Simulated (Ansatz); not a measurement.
Born–Oppenheimer molecular dynamics of CH$_{5}$AlCl$_{2}$O (10 atoms, charge 0, multiplicity 1). It starts from a rough guess of a transition structure, not a stationary point.

Theory: Ansatz, UHF/STO-3G.

```json
{
 "ensemble": "NVE (velocity Verlet)",
 "time step": "0.5 fs",
 "steps asked": "150",
 "starting velocities drawn for": "300 K",
 "seed": "11098"
}
```

Frames 0.5 fs apart, positions in Å, forces in eV/Å.

Velocities at 55 fs (Å/ps):

```
Al 29.92 -3.18 0.19
C -15.90 8.82 -13.21
Cl -4.22 -3.84 4.46
Cl -3.22 -5.13 2.63
H 1.47 -38.58 -4.37
O -19.59 18.91 -6.96
H 35.44 1.83 17.34
H -51.46 23.22 5.24
H -36.57 7.04 22.78
H 12.48 1.96 -27.35
```

```xyz
10
Properties=species:S:1:pos:R:3:forces:R:3 time_fs=55 energy_less_start_eV=-2.568 T=2791
Al -0.487 0.575 -0.302 -0.17 1.15 1.01
C 1.441 0.601 -0.567 -0.76 -2.83 0.89
Cl -1.878 0.302 -1.793 -0.23 -0.74 -0.76
Cl -1.281 2.114 0.899 0.52 0.17 0.16
H -1.542 -1.183 1.879 1.80 0.42 4.43
O -1.600 -0.738 1.057 4.54 5.93 -0.09
H 1.988 1.348 -1.161 -0.87 0.04 1.14
H 1.776 0.435 0.450 0.79 1.94 0.37
H 1.815 -0.356 -0.906 -0.57 -0.20 -1.33
H -2.046 -1.425 0.728 -5.04 -5.86 -5.83
10
Properties=species:S:1:pos:R:3:forces:R:3 time_fs=55.5 energy_less_start_eV=-2.698 T=2906
Al -0.472 0.574 -0.301 -0.92 1.33 0.85
C 1.433 0.605 -0.574 -0.39 -2.45 1.23
Cl -1.880 0.300 -1.791 -0.07 -0.72 -0.60
Cl -1.283 2.112 0.901 0.60 0.10 0.10
H -1.540 -1.201 1.882 1.64 1.02 3.00
O -1.609 -0.728 1.054 3.86 4.17 0.79
H 2.005 1.349 -1.151 -1.02 -0.05 1.06
H 1.751 0.449 0.453 0.82 1.85 0.25
H 1.796 -0.353 -0.897 -0.34 -0.49 -1.44
H -2.046 -1.431 0.707 -4.18 -4.76 -5.25
10
Properties=species:S:1:pos:R:3:forces:R:3 time_fs=56 energy_less_start_eV=-2.914 T=3103
Al -0.457 0.572 -0.301 -1.70 1.50 0.71
C 1.425 0.609 -0.580 0.01 -2.10 1.58
Cl -1.882 0.298 -1.789 0.10 -0.70 -0.46
Cl -1.284 2.109 0.902 0.68 0.03 0.05
H -1.533 -1.218 1.892 1.33 1.67 1.32
O -1.618 -0.718 1.050 2.51 1.06 1.01
H 2.019 1.350 -1.138 -1.13 -0.10 0.93
H 1.728 0.467 0.457 0.84 1.70 0.09
H 1.776 -0.350 -0.890 -0.12 -0.71 -1.48
H -2.055 -1.448 0.674 -2.51 -2.34 -3.74
10
Properties=species:S:1:pos:R:3:forces:R:3 time_fs=56.5 energy_less_start_eV=-3.012 T=3194
Al -0.442 0.571 -0.301 -2.51 1.65 0.58
C 1.417 0.612 -0.586 0.43 -1.83 1.91
Cl -1.885 0.296 -1.786 0.26 -0.68 -0.32
Cl -1.286 2.107 0.903 0.75 -0.03 0.00
H -1.523 -1.230 1.905 0.96 2.20 -0.24
O -1.627 -0.707 1.047 1.18 -2.12 0.78
H 2.031 1.350 -1.123 -1.20 -0.10 0.75
H 1.707 0.489 0.460 0.85 1.49 -0.09
H 1.756 -0.350 -0.888 0.08 -0.84 -1.45
H -2.071 -1.471 0.632 -0.79 0.25 -1.92
10
Properties=species:S:1:pos:R:3:forces:R:3 time_fs=57 energy_less_start_eV=-2.922 T=3112
Al -0.428 0.570 -0.301 -3.34 1.79 0.49
C 1.409 0.615 -0.592 0.88 -1.67 2.20
Cl -1.887 0.294 -1.784 0.42 -0.66 -0.19
Cl -1.287 2.104 0.905 0.83 -0.08 -0.04
H -1.510 -1.237 1.918 0.58 2.55 -1.48
O -1.635 -0.697 1.044 0.23 -4.58 0.37
H 2.039 1.351 -1.107 -1.23 -0.07 0.51
H 1.689 0.515 0.464 0.85 1.23 -0.28
H 1.736 -0.352 -0.888 0.24 -0.84 -1.33
H -2.089 -1.494 0.585 0.55 2.32 -0.24
10
Properties=species:S:1:pos:R:3:forces:R:3 time_fs=57.5 energy_less_start_eV=-2.702 T=2906
Al -0.413 0.569 -0.300 -4.20 1.91 0.42
C 1.401 0.618 -0.597 1.34 -1.61 2.44
Cl -1.889 0.292 -1.782 0.57 -0.64 -0.07
Cl -1.289 2.102 0.906 0.90 -0.13 -0.09
H -1.497 -1.238 1.927 0.23 2.71 -2.35
O -1.643 -0.687 1.041 -0.30 -6.15 -0.09
H 2.045 1.351 -1.089 -1.20 0.00 0.23
H 1.672 0.544 0.467 0.84 0.93 -0.45
H 1.717 -0.355 -0.892 0.37 -0.71 -1.15
H -2.105 -1.511 0.538 1.46 3.69 1.11
10
Properties=species:S:1:pos:R:3:forces:R:3 time_fs=58 energy_less_start_eV=-2.445 T=2661
Al -0.400 0.568 -0.300 -5.07 2.02 0.38
C 1.393 0.620 -0.601 1.81 -1.66 2.60
Cl -1.891 0.290 -1.780 0.71 -0.62 0.03
Cl -1.290 2.099 0.907 0.97 -0.16 -0.13
H -1.483 -1.233 1.931 -0.07 2.68 -2.85
O -1.651 -0.678 1.038 -0.51 -6.93 -0.58
H 2.048 1.351 -1.071 -1.14 0.10 -0.08
H 1.657 0.575 0.469 0.83 0.59 -0.59
H 1.698 -0.361 -0.899 0.47 -0.48 -0.91
H -2.118 -1.519 0.493 1.99 4.47 2.12
10
Properties=species:S:1:pos:R:3:forces:R:3 time_fs=58.5 energy_less_start_eV=-2.225 T=2451
Al -0.386 0.568 -0.299 -5.96 2.11 0.37
C 1.386 0.622 -0.605 2.28 -1.77 2.68
Cl -1.893 0.287 -1.778 0.84 -0.61 0.13
Cl -1.291 2.096 0.909 1.04 -0.19 -0.16
H -1.469 -1.221 1.928 -0.31 2.47 -3.01
O -1.660 -0.670 1.035 -0.49 -7.09 -1.13
H 2.048 1.351 -1.052 -1.03 0.23 -0.41
H 1.644 0.608 0.469 0.82 0.23 -0.67
H 1.681 -0.367 -0.907 0.54 -0.18 -0.65
H -2.126 -1.516 0.454 2.25 4.79 2.84
10
Properties=species:S:1:pos:R:3:forces:R:3 time_fs=59 energy_less_start_eV=-2.082 T=2313
Al -0.373 0.567 -0.299 -6.85 2.19 0.39
C 1.380 0.623 -0.609 2.74 -1.91 2.69
Cl -1.895 0.285 -1.776 0.97 -0.59 0.22
Cl -1.292 2.094 0.910 1.11 -0.21 -0.20
H -1.455 -1.203 1.918 -0.47 2.08 -2.85
O -1.668 -0.664 1.031 -0.34 -6.72 -1.75
H 2.046 1.353 -1.035 -0.90 0.37 -0.74
H 1.634 0.641 0.468 0.82 -0.13 -0.70
H 1.665 -0.374 -0.918 0.61 0.16 -0.37
H -2.129 -1.502 0.421 2.31 4.76 3.32
10
Properties=species:S:1:pos:R:3:forces:R:3 time_fs=59.5 energy_less_start_eV=-2.022 T=2253
Al -0.361 0.567 -0.298 -7.73 2.26 0.43
C 1.373 0.624 -0.612 3.19 -2.02 2.62
Cl -1.897 0.283 -1.774 1.09 -0.58 0.30
Cl -1.294 2.091 0.911 1.17 -0.22 -0.23
H -1.443 -1.180 1.901 -0.54 1.52 -2.38
O -1.677 -0.658 1.028 -0.11 -5.88 -2.47
H 2.041 1.354 -1.020 -0.77 0.51 -1.05
H 1.625 0.674 0.466 0.81 -0.48 -0.67
H 1.651 -0.380 -0.929 0.68 0.47 -0.10
H -2.126 -1.476 0.396 2.20 4.43 3.56
10
Properties=species:S:1:pos:R:3:forces:R:3 time_fs=60 energy_less_start_eV=-2.018 T=2247
Al -0.350 0.567 -0.298 -8.59 2.32 0.48
C 1.368 0.625 -0.615 3.63 -2.08 2.48
Cl -1.898 0.281 -1.772 1.20 -0.57 0.37
Cl -1.295 2.089 0.912 1.24 -0.22 -0.26
H -1.432 -1.154 1.878 -0.49 0.78 -1.59
O -1.685 -0.653 1.024 0.18 -4.54 -3.23
H 2.035 1.357 -1.007 -0.65 0.61 -1.34
H 1.618 0.706 0.461 0.82 -0.82 -0.59
H 1.638 -0.386 -0.941 0.75 0.75 0.14
H -2.118 -1.440 0.380 1.91 3.77 3.53
10
Properties=species:S:1:pos:R:3:forces:R:3 time_fs=60.5 energy_less_start_eV=-2.020 T=2245
Al -0.339 0.567 -0.297 -9.41 2.36 0.55
C 1.363 0.625 -0.617 4.06 -2.04 2.29
Cl -1.900 0.278 -1.770 1.29 -0.56 0.42
Cl -1.296 2.086 0.914 1.29 -0.21 -0.29
H -1.422 -1.126 1.851 -0.30 -0.09 -0.52
O -1.694 -0.649 1.020 0.57 -2.67 -3.89
H 2.027 1.362 -0.997 -0.56 0.68 -1.57
H 1.613 0.735 0.455 0.84 -1.11 -0.47
H 1.627 -0.389 -0.952 0.83 0.94 0.35
H -2.106 -1.395 0.372 1.40 2.71 3.12
```

Of the whole run (75 fs, mean temperature of the second half 2540 K): The conserved energy stayed within 2.3 meV per atom of its start (net change 0.12 meV per atom), so the integration is sound. The kinetic energy rose, since the run started high on the potential surface and went downhill. A run of 0.075 ps of so small a system gives no equilibrium averages. The orbitals were unrestricted but ended closed-shell. Limits of this set-up: minimal basis.

The run took 2.2 min on 1 thread of Arm Neoverse V2, on a shared host, peak memory 0.11 GiB.
